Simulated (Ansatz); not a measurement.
Two members of one family (Si nanocrystals, hexagonal, H-capped), computed with Ansatz in the gas phase. Binding counts from free atoms in the multiplicity of their measured ground term, without zero-point energy. Sets without diffuse functions give affinities that are too small. A dash marks a value that wasn't run or was left out as unsound. The structures are stationary points that may keep the symmetry of their start. Remarks come from the PBE and PBE0 runs and from stability tests at other levels; not every state was tested. HOMO above LUMO (over both spins in singlets and doublets, within one spin in higher multiplets; at PBE or PBE0), or a gap under 0.15 eV within one spin, warns that the state may not be the lowest or that an electron is smeared out.

First: Si41H46 (singlet, charge 0, PBE-D4/def2-SVP geometry).

Cartesian coordinates in Å:
```
Si 3.181 1.494 3.887
Si 2.507 3.438 2.749
Si 4.006 4.025 1.013
Si -1.165 2.698 3.635
Si 0.355 3.087 1.870
Si -0.295 5.012 0.684
Si 2.922 3.802 -1.069
Si 1.323 5.532 -0.963
Si -2.422 4.641 -0.245
Si 3.787 -2.292 3.664
Si 3.223 -0.361 2.446
Si 4.776 -0.131 0.677
Si -0.452 -1.057 3.358
Si -2.144 0.580 3.351
Si 1.059 -0.666 1.584
Si 0.412 1.255 0.397
Si 3.615 0.027 -1.364
Si 1.939 1.683 -1.350
Si -3.268 0.524 1.284
Si -1.740 0.905 -0.479
Si -2.403 2.798 -1.701
Si 0.823 1.593 -3.423
Si -0.980 3.100 -3.565
Si -4.580 2.408 -2.504
Si 3.885 -4.126 2.191
Si 0.228 -4.846 3.060
Si -1.432 -3.180 3.110
Si 1.738 -4.430 1.285
Si 1.102 -2.495 0.113
Si 2.623 -2.091 -1.652
Si -2.584 -3.215 1.058
Si -4.278 -1.583 1.013
Si -1.066 -2.833 -0.711
Si -1.683 -0.932 -1.938
Si 1.489 -2.215 -3.707
Si -0.154 -0.534 -3.697
Si -5.372 -1.702 -1.067
Si -3.829 -1.305 -2.817
Si -4.530 0.597 -4.007
Si -1.048 -4.689 -2.148
Si 0.470 -4.327 -3.929
H 4.539 1.685 4.517
H 2.187 1.204 4.985
H 2.429 4.587 3.729
H 4.371 5.480 1.179
H 5.277 3.222 1.095
H -0.435 2.765 4.954
H -2.228 3.771 3.632
H -0.373 6.160 1.665
H 3.894 4.049 -2.199
H 2.044 6.787 -0.535
H 0.676 5.807 -2.296
H -3.396 4.339 0.871
H -2.909 5.868 -0.976
H 5.111 -2.090 4.361
H 2.736 -2.549 4.716
H 5.698 1.035 0.918
H 5.625 -1.379 0.620
H 0.298 -0.989 4.669
H -3.128 0.280 4.459
H 4.564 0.300 -2.508
H -4.324 1.604 1.262
H 1.822 1.838 -4.529
H -0.535 4.536 -3.677
H -1.752 2.764 -4.818
H -5.492 2.077 -1.348
H -5.108 3.652 -3.179
H 4.327 -5.373 2.918
H 4.881 -3.838 1.096
H 0.981 -4.866 4.369
H -0.415 -6.198 2.871
H -2.406 -3.418 4.240
H 1.725 -5.599 0.325
H 3.703 -3.148 -1.599
H -3.203 -4.580 0.859
H -5.244 -1.825 2.149
H 2.461 -1.964 -4.836
H -0.916 -0.556 -5.003
H -6.480 -0.679 -1.128
H -5.989 -3.068 -1.236
H -3.774 -2.512 -3.726
H -3.565 0.900 -5.126
H -5.895 0.362 -4.608
H -0.649 -5.919 -1.369
H -2.438 -4.914 -2.690
H 1.530 -5.400 -3.920
H -0.261 -4.398 -5.246
```

```
             level  HOMO (eV)  LUMO (eV)  gap (eV)  vertical EA (eV)  vertical triplet (eV)  binding per atom (eV)
   PBE-D4/def2-SVP      -5.72      -2.53      3.18              1.47                   3.14                   3.42
r2SCAN-D4/def2-SVP      -5.96      -2.47      3.49                 –                      –                   3.42
  PBE0-D4/def2-SVP      -6.61      -1.93      4.69              1.24                   3.81                   3.42
```

Remarks: gap within one spin near zero at PBE or PBE0 (-1 doublet), gap within one spin near zero at PBE or PBE0 (triplet).

Second: Si50H54 (singlet, charge 0, PBE-D4/def2-SVP geometry).

```xyz
104

Si    0.428   -4.931   -2.394
Si   -1.842   -4.432   -2.020
Si   -0.602   -5.693    1.449
Si   -2.438   -4.880    0.227
Si   -1.656   -1.771   -4.771
Si   -2.192   -2.159   -2.503
Si   -4.454   -1.620   -2.157
Si   -3.179   -2.892    1.244
Si   -5.053   -2.064    0.090
Si   -4.763    0.657   -2.667
Si   -5.785   -0.112    1.177
Si    4.008   -4.142   -1.211
Si    1.730   -3.656   -0.909
Si    1.126   -4.099    1.335
Si    1.935   -1.000   -3.695
Si    0.064   -0.177   -4.863
Si    1.387   -1.392   -1.429
Si   -0.868   -0.858   -1.057
Si    0.421   -2.106    2.354
Si   -1.456   -1.294    1.194
Si   -0.015   -2.446    4.650
Si   -2.162   -1.749    5.326
Si   -0.673    1.807   -3.831
Si   -1.213    1.407   -1.564
Si   -3.468    1.940   -1.181
Si   -2.181    0.694    2.217
Si   -4.064    1.488    1.063
Si   -2.663    0.403    4.511
Si   -3.767    4.227   -1.619
Si    5.413   -2.809    0.131
Si    5.157   -3.106    2.462
Si    5.557   -0.195   -2.683
Si    3.665    0.589   -3.834
Si    5.000   -0.558   -0.413
Si    2.730   -0.080   -0.025
Si    4.052   -1.245    3.397
Si    2.147   -0.520    2.221
Si    2.923    2.579   -2.819
Si    1.046    3.408   -3.971
Si    2.372    2.177   -0.553
Si    0.126    2.723   -0.161
Si    1.412    1.469    3.236
Si   -0.466    2.293    2.085
Si    0.352    5.410   -2.955
Si   -0.162    4.999   -0.683
Si   -2.400    5.601   -0.279
Si   -1.104    4.302    3.127
Si   -2.829    5.488    2.043
Si    3.705    3.486    0.869
Si    3.138    3.068    3.131
H     0.692   -6.402   -2.189
H     0.804   -4.574   -3.812
H    -2.722   -5.258   -2.932
H    -0.128   -7.015    0.896
H    -0.997   -5.893    2.891
H    -3.562   -5.890    0.244
H    -1.219   -3.066   -5.412
H    -2.882   -1.278   -5.500
H    -5.297   -2.484   -3.068
H    -3.553   -3.171    2.680
H    -6.144   -3.111    0.108
H    -4.309    0.931   -4.080
H    -6.218    1.037   -2.554
H    -7.040    0.425    0.533
H    -6.084   -0.416    2.624
H     4.255   -5.603   -0.924
H     4.368   -3.883   -2.654
H     2.333   -4.627    2.075
H     2.388   -2.297   -4.327
H     0.467    0.129   -6.287
H     0.174   -3.905    4.990
H     1.002   -1.659    5.438
H    -3.195   -2.734    4.847
H    -2.211   -1.721    6.835
H    -1.900    2.319   -4.551
H    -4.534    2.767    1.714
H    -4.119    0.713    4.765
H    -1.843    1.402    5.290
H    -3.411    4.491   -3.064
H    -5.217    4.595   -1.422
H     6.840   -3.147   -0.240
H     4.463   -4.398    2.805
H     6.541   -3.155    3.064
H     6.041   -1.488   -3.292
H     6.677    0.813   -2.774
H     3.978    0.855   -5.289
H     5.834    0.347    0.463
H     3.692   -1.506    4.838
H     5.043   -0.106    3.371
H     4.032    3.607   -2.867
H     1.405    3.625   -5.423
H     1.033    1.187    4.673
H    -0.869    5.955   -3.653
H     1.446    6.446   -3.047
H     0.760    5.810    0.198
H    -2.611    7.027   -0.737
H    -1.463    4.037    4.569
H     0.107    5.206    3.116
H    -4.185    4.909    2.350
H    -2.802    6.903    2.574
H     5.160    3.162    0.636
H     3.498    4.946    0.549
H     4.351    2.563    3.874
H     2.691    4.351    3.788
```

Q: Estimate the same table for the second.

A: 
```tsv
level	HOMO (eV)	LUMO (eV)	gap (eV)	vertical EA (eV)	vertical triplet (eV)	binding per atom (eV)
PBE-D4/def2-SVP	-5.61	-2.63	2.97	1.63	2.94	3.45
r2SCAN-D4/def2-SVP	-5.84	-2.58	3.27	–	–	3.45
PBE0-D4/def2-SVP	-6.49	-2.04	4.45	1.40	3.64	3.45
```

Remarks: gap within one spin near zero at PBE or PBE0 (-1 doublet), gap within one spin near zero at PBE or PBE0 (triplet).
